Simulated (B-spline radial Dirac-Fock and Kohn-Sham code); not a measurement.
# Cl⁴⁺ 3p1/2: cross section and angular parameters

System: Cl⁴⁺ in the configuration 1s2 2s2 2p6 3s2 3p1; threshold 65.51 eV (orbital energy of the model). Calculated with a B-spline atomic structure program, using Dirac-Hartree-Slater photoionisation with a Latter tail; cross sections with all multipoles, angular parameters from the dipole term and its interference with E2.

| hν (eV) | σ (kb) | β | γ | δ |
| --- | --- | --- | --- | --- |
| 81.1 | 108 | 1.112 | 0.020 | -0.001 |
| 97.4 | 90.5 | 1.336 | -0.007 | -0.001 |
| 100 | 87.9 | 1.360 | -0.009 | -0.001 |
| 124 | 67.3 | 1.502 | -0.019 | 0.001 |
| 138 | 57.3 | 1.546 | -0.016 | 0.002 |
| 213 | 27.0 | 1.635 | 0.026 | 0.005 |
| 282 | 15.0 | 1.634 | 0.077 | 0.007 |
| 317 | 11.4 | 1.621 | 0.105 | 0.008 |
| 400 | 6.71 | 1.585 | 0.158 | 0.010 |
| 600 | 2.53 | 1.489 | 0.265 | 0.016 |
| 616 | ? | ? | ? | ? |
| 622 | 2.31 | 1.479 | 0.277 | 0.016 |
| 635 | 2.19 | 1.473 | 0.283 | 0.017 |
| 835 | 1.07 | 1.387 | 0.370 | 0.023 |
| 877 | 0.935 | 1.370 | 0.386 | 0.025 |
| 1090 | 0.510 | 1.291 | 0.460 | 0.032 |
| 1150 | 0.438 | 1.270 | 0.478 | 0.034 |
| 2000 | 0.0834 | 1.034 | 0.669 | 0.066 |
| 2820 | 0.0278 | 0.878 | 0.772 | 0.096 |
| 4000 | 0.00873 | 0.724 | 0.872 | 0.136 |
| 4040 | 0.00844 | 0.720 | 0.875 | 0.138 |
| 4280 | 0.00694 | 0.696 | 0.892 | 0.145 |
| 4520 | 0.00577 | 0.673 | 0.909 | 0.153 |
| 9251.7 | 0.000454 | 0.404 | 1.119 | 0.279 |
| 10400 | 0.000295 | 0.370 | 1.151 | 0.304 |
| 12000 | 0.000174 | 0.331 | 1.193 | 0.337 |
| 15000 | 7.55e-05 | 0.276 | 1.274 | 0.392 |

Problem. Give the values at 616 eV.

Solution. σ = 2.37 kb, β = 1.482, γ = 0.274, δ = 0.016.
